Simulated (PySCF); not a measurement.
InF2, SMILES [F][In+][F], charge +1.

The structure is a stationary point at PBE0-D3(BJ)/def2-TZVP. The multiplicity is an assumed one; other spin states were not compared. The isomer is the one that the SMILES or the coordinates give; other isomers of the formula were not compared. The def2 effective core potentials stand for the cores of In; spin–orbit coupling is left out.

Two levels are set side by side: TDA-PBE/def2-SVPD (PySCF) and TDA-M06-2X/def2-SVPD (PySCF). Vertical, same geometry. The lowest singlet is HOMO→LUMO 100 % with PBE and HOMO→LUMO 97 % with the other functional; states are paired by order. Differences are taken from unrounded values.

```csv
quantity,TDA-PBE
lowest singlet excitation (eV),4.72
lowest triplet excitation (TDA) (eV),4.20
first bright state (f over 0.05) (eV),7.23
its oscillator strength,0.07
```

Problem. These are the TDA-PBE values. What does TDA-M06-2X give? (Estimate from the structure and the level; the computed values follow.)

Solution. 
| quantity | TDA-M06-2X | TDA-PBE minus TDA-M06-2X |
|---|---|---|
| lowest singlet excitation (eV) | 5.90 | -1.18 |
| lowest triplet excitation (TDA) (eV) | 5.43 | -1.23 |
| first bright state (f over 0.05) (eV) | 8.14 | -0.91 |
| its oscillator strength | 0.19 | -0.12 |

Functionals without exact exchange tend to place singlet excitations lower, as here. Differences between two approximate levels are no errors against the true value.

Rough cost on one machine, each run with all the roots and properties that it gave: TDA-M06-2X against TDA-PBE about 6 times.
